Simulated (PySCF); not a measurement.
PySCF 2.14 output of an unrestricted HSE06 calculation on a single atom or ion in dyall-av2z (16s12p8d, 92 functions), with no relativity, point nucleus:

```
SCF conv_tol = 1e-09
number electrons alpha = 18  beta = 14
    J. Heyd, G. E. Scuseria, and M. Ernzerhof.,  J. Chem. Phys. 118, 8207 (2003)
    J. Heyd, G. E. Scuseria, and M. Ernzerhof.,  J. Chem. Phys. 124, 219906 (2006)
    A. V. Krukau, O. A. Vydrov, A. F. Izmaylov, and G. E. Scuseria.,  J. Chem. Phys. 125, 224106 (2006)
cycle= 1 E= -2399.78280277271  delta_E= -0.0119  |g|= 0.0668  |ddm|= 0.0958
cycle= 2 E= -2399.78282569861  delta_E= -2.29e-05  |g|= 0.0717  |ddm|= 0.0309
cycle= 3 E= -2399.7831643167  delta_E= -0.000339  |g|= 0.00242  |ddm|= 0.0111
cycle= 4 E= -2399.78316482405  delta_E= -5.07e-07  |g|= 0.000219  |ddm|= 0.000679
cycle= 5 E= -2399.78316482791  delta_E= -3.86e-09  |g|= 6.71e-06  |ddm|= 7.94e-05
cycle= 6 E= -2399.7831648279  delta_E= 4.55e-12  |g|= 4.6e-07  |ddm|= 2.46e-06
converged SCF energy = -2399.7831648279  <S^2> = 6.0006947  2S+1 = 5.0002779
```

The run itself started from symmetry-adapted Hartree-Fock orbitals and held the occupation by maximum overlap, on a logarithmic radial grid, so the iterations belong to that start.

Question: Which element, charge and spin multiplicity is this?

Answer: Se²⁺ (selenium, charge +2), multiplicity 5; the state was [Ar] 3d10 4s1 4p3, high-spin 5S determinant (an excited configuration).
